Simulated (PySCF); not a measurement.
C₅H₅FO, SMILES C1O[C@@](C#C)(C1)F. Heavy atoms are numbered as in [CH:1]#[C:2][C@@:3]1([F:4])[CH2:5][CH2:6][O:7]1. Hydrogens are named by the atom that carries them.

Coordinates come from a ωB97X-D3(BJ)/def2-SVP optimisation. The structure was generated by enumeration; whether it is a known compound was not checked.

Level of theory: PySCF with PBE/def2-TZVP.

ESP charges are fitted to the potential on shells at 1.4 to 2.0 van der Waals radii. Atomic charges (e), one atom of each kind:

```json
[
 {"atom": "C1 (CH)", "IAO": "-0.20", "Mulliken": "-0.06", "ESP fit": "[?]"},
 {"atom": "C2", "IAO": "-0.05", "Mulliken": "-0.11", "ESP fit": "[?]"},
 {"atom": "C3", "IAO": "0.47", "Mulliken": "0.23", "ESP fit": "0.77"},
 {"atom": "F4", "IAO": "-0.30", "Mulliken": "-0.16", "ESP fit": "[?]"},
 {"atom": "C5 (CH2)", "IAO": "-0.31", "Mulliken": "-0.25", "ESP fit": "[?]"},
 {"atom": "C6 (CH2)", "IAO": "-0.06", "Mulliken": "-0.04", "ESP fit": "0.19"},
 {"atom": "O7", "IAO": "-0.38", "Mulliken": "-0.22", "ESP fit": "[?]"},
 {"atom": "H on C1", "IAO": "0.21", "Mulliken": "0.17", "ESP fit": "0.30"},
 {"atom": "H on C5", "IAO": "0.17", "Mulliken": "0.12", "ESP fit": "0.17"},
 {"atom": "H on C6", "IAO": "0.15", "Mulliken": "0.09", "ESP fit": "0.05"}
]
```

Problem. What belongs in the gaps? (Estimate from the structure and the level; the computed values follow.)

Solution. 
- C1 (CH), ESP fit: -0.35
- C2, ESP fit: -0.15
- F4, ESP fit: -0.27
- C5 (CH2), ESP fit: -0.55
- O7, ESP fit: -0.40

Computed Mayer and Wiberg (Löwdin basis) orders of the bonds:
| bond | Mayer | Wiberg |
|---|---|---|
| C1–C2 | 2.67 | 2.95 |
| C2–C3 | 1.16 | 1.18 |
| C3–F4 | 1.17 | 1.66 |
| C3–C5 | 0.98 | 1.09 |
| C5–C6 | 1.06 | 1.20 |
| C3–O7 | 1.17 | 1.47 |
| C6–O7 | 1.02 | 1.38 |
